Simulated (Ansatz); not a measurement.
Two members of one family (Series InH2X), computed with Ansatz in the gas phase; def2 core potentials for In, no spin–orbit coupling. The two geometries come from different levels. Binding counts from free atoms in the multiplicity of their measured ground term, without zero-point energy. A dash marks a value that wasn't run or was left out as unsound. The structures are stationary points that may keep the symmetry of their start.

First: InH2Br (singlet, charge 0, r2SCAN-D4/def2-TZVP geometry).

```xyz
4

In   -0.003    0.173   -0.240
H    -1.489    0.110   -1.069
H     1.470    0.995   -0.470
Br    0.022   -1.277    1.780
```

| level | HOMO (eV) | LUMO (eV) | gap (eV) | vertical IE (eV) | vertical triplet (eV) | binding per atom (eV) |
| --- | --- | --- | --- | --- | --- | --- |
| PBE-D4/def2-TZVP | -6.60 | -2.74 | 3.85 | 9.78 | 4.19 | 2.02 |
| r2SCAN-D4/def2-TZVP | -6.90 | -2.48 | 4.42 | 9.95 | 4.31 | 2.08 |
| PBE0-D4/def2-TZVP | -7.82 | -2.03 | 5.79 | 10.04 | 4.52 | 2.03 |
| PBE0-D4/def2-TZVPD | -7.84 | -2.06 | 5.78 | – | – | 2.03 |
| ωB97M-V/def2-TZVP | -10.01 | -0.52 | 9.49 | – | – | 2.07 |

Second: InH2Cl (singlet, charge 0, PBE0-D4/def2-TZVP geometry).

```xyz
4

In    0.224   -0.035   -0.119
H     0.053   -0.251   -1.802
H     1.550   -0.001    0.955
Cl   -1.827    0.287    0.966
```

Estimate how these quantities change from the first to the second (second minus first).


```json
{"level": "PBE-D4/def2-TZVP", "Δ HOMO (eV)": "-0.30", "Δ LUMO (eV)": "0.05", "Δ gap (eV)": "0.35", "Δ vertical IE (eV)": "0.35", "Δ vertical triplet (eV)": "0.21", "Δ binding per atom (eV)": "0.10"}
{"level": "r2SCAN-D4/def2-TZVP", "Δ HOMO (eV)": "-0.32", "Δ LUMO (eV)": "0.06", "Δ gap (eV)": "0.38", "Δ vertical IE (eV)": "0.35", "Δ vertical triplet (eV)": "0.21", "Δ binding per atom (eV)": "0.09"}
{"level": "PBE0-D4/def2-TZVP", "Δ HOMO (eV)": "-0.38", "Δ LUMO (eV)": "0.06", "Δ gap (eV)": "0.45", "Δ vertical IE (eV)": "0.41", "Δ vertical triplet (eV)": "0.24", "Δ binding per atom (eV)": "0.10"}
{"level": "PBE0-D4/def2-TZVPD", "Δ HOMO (eV)": "-0.40", "Δ LUMO (eV)": "0.05", "Δ gap (eV)": "0.45", "Δ vertical IE (eV)": "–", "Δ vertical triplet (eV)": "–", "Δ binding per atom (eV)": "0.10"}
{"level": "ωB97M-V/def2-TZVP", "Δ HOMO (eV)": "-0.42", "Δ LUMO (eV)": "0.06", "Δ gap (eV)": "0.48", "Δ vertical IE (eV)": "–", "Δ vertical triplet (eV)": "–", "Δ binding per atom (eV)": "0.12"}
```
